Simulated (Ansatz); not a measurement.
Consider the ligand exchange at the Si–I bond: `F[Si](F)(F)I` + `N[SiH](O)O` → `O[SiH](O)N[Si](F)(F)F` + HI.

Gas-phase electronic energies from Ansatz, PBE0-D4/def2-TZVP geometries. CCSD(T)/CBS is the MP2 limit (def2-TZVPP, def2-QZVPP) plus CCSD(T) − MP2 in def2-TZVPP, frozen cores. This one scheme is used for every species. DFT in def2-TZVPP. B3LYP here is the variant with VWN-RPA as its local correlation; programs differ in this. Elements past krypton have def2 core potentials. For I outer-core shells are correlated without core-valence functions, which leaves a few kJ/mol of doubt a bond. One conformer a species, not always the lowest.

```csv
level,ΔE (kJ/mol),difference from CCSD(T)/CBS
LDA (SPW92),-17.9,-1.0
PBE-D4,-9.2,7.7
revPBE-D4,-11.3,5.6
BLYP-D4,-19.2,-2.3
r2SCAN-D4,-18.2,-1.3
B97M-V,-22.9,-6.0
PBE0-D4,-14.9,2.0
B3LYP-D4,-22.6,-5.7
r2SCANh-D4,-19.3,-2.4
r2SCAN0-D4,-20.9,-4.0
BHLYP-D4,-27.4,-10.5
CAM-B3LYP-D4,-27.7,-10.8
ωB97X-V,-19.9,-3.0
ωB97M-V,-20.8,-3.9
B2PLYP,-18.9,-2.0
PBE,-5.4,11.5
revPBE,-1.1,15.8
BLYP,-12.0,4.9
r2SCAN,-16.6,0.3
PBE0,-11.4,5.5
B3LYP,-17.2,-0.3
r2SCAN0,-19.2,-2.3
BHLYP,-24.7,-7.8
CAM-B3LYP,-24.1,-7.2
LC-ωPBE,-17.0,-0.1
RPA@PBE/def2-TZVPP,-28.9,-12.0
HF/def2-SVP,-46.0,-29.1
MP2/def2-SVP,-39.1,-22.2
CCSD/def2-SVP,-44.4,-27.5
CCSD(T)/def2-SVP,-43.3,-26.4
HF/def2-TZVPP,-30.1,-13.2
SCS-MP2/def2-TZVPP,-21.5,-4.6
CCSD/def2-TZVPP,-28.3,-11.4
CCSD(T)/def2-TZVPP,-26.4,-9.5
HF/def2-QZVPP,-29.4,-12.5
MP2/def2-QZVPP,-12.0,4.9
SCS-MP2/def2-QZVPP,-16.3,0.6
HF/CBS(def2),-29.3,-12.4
MP2/CBS(def2),-8.2,8.7
CCSD/CBS(def2),-18.8,-1.9
CCSD(T)/CBS,-16.9,0
```

Largest T1 diagnostic among the species: 0.012.

In def2-TZVPP, CCSD(T) changes the Hartree–Fock value by +3.7 kJ/mol (the triples alone add +1.8 kJ/mol) and MP2 by +12.4 kJ/mol. Leaving LDA and LC-ωPBE aside and taking each functional with its dispersion term where it has one, the values spread over 18.6 kJ/mol, from CAM-B3LYP-D4 to PBE-D4. LDA lies −12.5 kJ/mol from PBE without D4.
